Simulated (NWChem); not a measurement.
# BH3SeO2; SMILES OB(O)[SeH]

```xyz
7

B      0.0026    -0.9724     0.0000
O      1.1545    -1.6967     0.0000
H      1.9634    -1.1783     0.0000
O     -1.1906    -1.6108     0.0000
H     -1.0753    -2.5688     0.0000
Se     0.0243     0.9990     0.0000
H     -1.4393     1.1044     0.0000
```
Atoms are numbered in this order, from 1.

Program: NWChem. Medium grid unless said otherwise, to which SCAN and Minnesota functionals are sensitive. The geometry was optimised at PBE0/def2-SVP. Hybrids' shares of exact exchange are those that their runs print; pure functionals count as 0. The functionals differ in more than this share.

```
row                                   share of exact exchange  highest occupied level (eV)
------------------------------------  -----------------------  ---------------------------
PBE/def2-SVP                                             0.00                        -5.65
LDA (Slater exchange, VWN5)/def2-SVP                     0.00                        -5.76
TPSSh/def2-SVP                                           0.10                        -6.27
B3LYP/def2-SVP                                           0.20                        -6.59
PBE0/def2-SVP                                            0.25                     withheld
M06-2X/def2-SVP                                          0.54                        -8.03
```

**Question.** Fit a straight line of the last column on the one before it, predict the withheld value, and compare with the run.

**Answer.** 
1. Means of the 5 shown rows: x = 0.168, y = -6.460. Slope Σ(x − x̄)(y − ȳ)/Σ(x − x̄)² = -0.8548/0.2005 = -4.264; intercept -5.744.
2. The shown rows scatter about the line by 0.062 (root mean square); the largest residual is -0.10, at TPSSh/def2-SVP.
3. At x = 0.25 (PBE0/def2-SVP; inside the shown range) the line gives -6.81.
4. The run gives -6.89, -0.08 from the line, 1.3 times the scatter.
